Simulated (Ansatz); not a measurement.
Total energies of the cluster AlB₃⁺ from Ansatz at PBE0-D4/def2-TZVP, gas phase (1 Eh = 27.2114 eV = 2625.5 kJ/mol). The reference geometry is relaxed at PBE0-D4/def2-TZVP.

Cartesian coordinates in Å:
```
B -0.930 -0.660 0.874
B 0.105 0.105 -0.016
B -0.774 -1.059 -0.585
Al 1.599 1.614 -0.273
```

| state | geometry | energy (Eh) |
| --- | --- | --- |
| charge 1 doublet | reference | -316.26150 |
| charge 0 singlet | reference | -316.54884 |
| charge 1 quartet | relaxed at PBE0-D4/def2-TZVP | -316.22303 |

Question: Work out the vertical electron affinity, to the singlet.

Answer: E(charge 1 doublet) − E(charge 0 singlet) = -316.26150 − (-316.54884) = 0.28734 Eh = 7.82 eV.

Question: Which of the charge 1 states is lowest, and how far above it are the others?

Answer: The doublet. quartet: -316.22303 − (-316.26150) = 0.03847 Eh = 101.0 kJ/mol.

At PBE0-D4/def2-TZVP the charge 1 doublet is spin-contaminated (final ⟨S²⟩ up to 0.86, 0.75 for a pure state). 

The structure comes from a short search, and lower isomers may exist.
